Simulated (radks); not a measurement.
Values are calculated unless marked as measured or tabulated.
Species: V+. Configuration: [Ar] 3d4 (the NIST ground configuration). Code: a radial shooting solver on a logarithmic mesh with Libxc functionals. Model: scalar-relativistic Kohn-Sham, PBE, spin-polarised, spherical densities, finite nucleus; open shells are filled with parallel spins first; Fermi nuclear charge, rms radius 3.6002 fm.

Normalised radial functions P(r) = r R(r), r in bohr:

```
   r/bohr * 3s up, o 3s down, + 3p up (the largest magnitude, 1.12, reaches the edge; | marks zero, & curves that meet)
 0.003613                             + &
 0.004668                             +  &
 0.006029                             +  &
 0.007788                             +   &
 0.009981                             +    &
  0.01289                             +     &
  0.01665                             |+     &
  0.02134                             |+     &
  0.02757                             | +     &
  0.03561                             |  +    &
    0.046                             |   +  &
  0.05895                             |     &
  0.07614                             | &     +
  0.09836                           & |         +
    0.126                     &       |           +
   0.1628                 &           |            +
   0.2103               &             |           +
   0.2717                 &           |      +
   0.3482                         &   +
   0.4497                   +         |       &
   0.5809          +                  |                   &
   0.7444    +                        |                          &
   0.9616    +                        |                         &
    1.242         +                   |                  &
    1.605                +            |          &
    2.056                      +      |    &
    2.656                          +  |&
    3.431                            +&
    4.397                             &
     5.68                             &
```

3s up: eigenvalue -74.075 eV, 2 radial nodes at r = 0.0870, 0.380 bohr, <r> = 0.956 bohr, 90 % of the charge inside 1.44 bohr. 3s down: eigenvalue -70.696 eV, 2 radial nodes at r = 0.0870, 0.379 bohr, <r> = 0.956 bohr, 90 % of the charge inside 1.44 bohr. 3p up: eigenvalue -48.089 eV, 1 radial node at r = 0.348 bohr, <r> = 1.03 bohr, 90 % of the charge inside 1.59 bohr.
